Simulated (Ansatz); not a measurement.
System: sum formula AlN₃H₆ (charge 0, singlet). 
Geometry from a B3LYP-D3(BJ)/def2-TZVP (Ansatz, an electronic-structure program) optimisation:
SMILES: [NH2][Al]([NH2])[NH2]
```xyz
10

N     -1.0769    -1.4035     0.1364
Al     0.0000     0.0000     0.0000
N     -0.6731     1.6413     0.0344
N      1.7500    -0.2378    -0.1708
H     -0.7751    -2.3478     0.3127
H     -2.0796    -1.3725     0.0488
H     -1.6126     1.8743     0.3115
H     -0.1714     2.4764    -0.2203
H      2.4436     0.4847    -0.0674
H      2.1951    -1.1152    -0.3853
```
Charge 0, spin multiplicity 1.

Property: atomisation energy (electronic, to ground-state atoms); the coupled-cluster value holds the core correlation from cc-pwCVTZ, in eV. Correlated levels leave the core frozen unless marked. UHF or UKS for open shells. No spin-orbit coupling. No relativistic terms. CBS marks a two-point X^-3 extrapolation of the correlation energy; Hartree-Fock from the larger set.

Level to compare with: CCSD(T)/CBS(aug-cc-pV(T+d)Z,aug-cc-pV(Q+d)Z) plus the core term (Ansatz), 36.09 eV. It is a level with limits of its own, and the differences hold the functionals' basis error too.

Rank these functionals by how close they come to CCSD(T)/CBS(aug-cc-pV(T+d)Z,aug-cc-pV(Q+d)Z), closest first: B97M-V/def2-TZVPD (Ansatz); HSE06/def2-TZVPD (Ansatz); revPBE/def2-TZVPD (Ansatz); r2SCANh/def2-TZVPD (Ansatz).

B97M-V/def2-TZVPD (meta-GGA with VV10, 35.84 eV, difference -0.25), HSE06/def2-TZVPD (screened hybrid, 35.48 eV, difference -0.61), r2SCANh/def2-TZVPD (hybrid meta-GGA, 35.27 eV, difference -0.82), revPBE/def2-TZVPD (GGA, 35.00 eV, difference -1.09)
